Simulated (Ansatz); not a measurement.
Consider the isomerisation: `FC1CO[SiH2]1` → `C=CO[SiH2]F`.

Computed with Ansatz on PBE0-D4/def2-TZVP structures; ΔE is electronic, products minus reactants. CCSD(T)/CBS is the MP2 limit (def2-TZVPP, def2-QZVPP) plus CCSD(T) − MP2 in def2-TZVPP, frozen cores. Functionals use def2-TZVPP. B3LYP here is the variant with VWN-RPA as its local correlation; programs differ in this. Each species was taken in one conformer, which may not be the lowest.

Task: Is it downhill or uphill in electronic energy at CCSD(T)/CBS, and by how much? (Estimate.)

Result: Computed: Downhill: ΔE = -235.2 kJ/mol.

Task: What do these levels give: r2SCAN-D4, ωB97M-V, r2SCAN, B3LYP, CCSD(T)/def2-TZVPP, MP2/CBS(def2)? (Best estimate.)

Result: Ansatz gave: r2SCAN-D4 -226.0, ωB97M-V -222.0, r2SCAN -226.1, B3LYP -238.5, CCSD(T)/def2-TZVPP -232.4, MP2/CBS(def2) -239.4 kJ/mol.

Largest T1 diagnostic among the species: 0.012.

In def2-TZVPP, CCSD(T) changes the Hartree–Fock value by +22.7 kJ/mol (the triples alone add +1.4 kJ/mol) and MP2 by +18.4 kJ/mol.
